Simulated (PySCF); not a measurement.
Species: C₇H₁₂.
Structure used (PBE0-D3(BJ)/def2-SVP), in Å, numbered top down from 1:
```
atom  x, y, z in Å
C1     2.5676   -0.1693    0.1040
C2     1.1265    0.0116    0.4980
C3     0.0619   -0.7661   -0.2246
C4    -1.2480   -1.0258    0.4916
C5    -1.6342    0.3294    1.1025
C6    -1.0419    1.3836    0.1550
C7     0.1879    0.7238   -0.4356
H8     3.1721    0.7122    0.3715
H9     2.6641   -0.3198   -0.9827
H10    3.0138   -1.0456    0.6004
H11    0.9715    0.1776    1.5712
H12    0.3867   -1.4707   -0.9965
H13   -1.1849   -1.8253    1.2480
H14   -2.0017   -1.3420   -0.2496
H15   -1.1873    0.4314    2.1041
H16   -2.7204    0.4407    1.2380
H17   -1.7504    1.6143   -0.6585
H18   -0.8241    2.3335    0.6708
H19    0.6032    1.1247   -1.3654
```

Computed with TDDFT PBE0/def2-SVPD, vertical, gas phase, core orbitals frozen in the response in PySCF.

Transition dipole moments from the ground state, in atomic units and in the frame of the coordinates above (overall signs are arbitrary), for the states with f of 0.002 or more among the lowest 6:

| state | E (eV) | μx | μy | μz |
| --- | --- | --- | --- | --- |
| S1 | 7.205 | 0.065 | -0.027 | -0.173 |
| S2 | 7.312 | -0.006 | -0.116 | 0.013 |
| S3 | 7.473 | -0.127 | 0.047 | 0.236 |
| S5 | 7.787 | 0.061 | 0.041 | 0.226 |
| S6 | 7.838 | 0.023 | 0.281 | -0.051 |

Task: Work out the oscillator strengths.

Result: f = (2/3) ΔE |μ|² with ΔE in hartree (27.2114 eV).

```tsv
state	|μ|² (au)	|μ| (D)	f
S1	0.035	0.48	0.006
S2	0.014	0.30	0.002
S3	0.074	0.69	0.014
S5	0.056	0.60	0.011
S6	0.082	0.73	0.016
```

Task: What is the point group, and which symmetry does each of these states have?

Result: Cs. From a totally symmetric ground state, an allowed state transforms like the component of the dipole operator along its μ. Polarised normal to the mirror plane, so A″: S2 and S6. Polarised in the mirror plane, so A′: S1, S3 and S5.

Task: Which bond between heavy atoms lies closest to the direction of the S6 transition dipole?

Result: C3–C7, at 2° from it; next C5–C6 at 35°.

Task: What angle do the transition dipoles of S3 and S5 make?

Result: |cos θ| = |μa·μb| / (|μa| |μb|) = 0.74, so θ ≈ 43° (taken between 0 and 90°, since the signs are arbitrary).

Task: How is the summed strength of these states shared among x, y and z?

Result: (2/3) Σ ΔE μα² gives 0.004 for x, 0.018 for y and 0.026 for z, 0.049 in all.

Task: What peak molar absorption coefficient would the strongest computed level give as a lone Gaussian band 0.4 eV wide at half height?

Result: ε(max) = 2.175×10⁸ f / FWHM, with the width in cm⁻¹. S6: 2.175×10⁸ × 0.0158 / 3226 ≈ 1100 L mol⁻¹ cm⁻¹.

The run took 38 s of wall time on one thread of an Intel Xeon Platinum 8488C, on a shared host, and the process peaked at 0.98 GiB of memory.

One conformer stands for the species.

Without π bonds the low states may be Rydberg-like; a valence basis with one diffuse set may place them up to an eV too high.
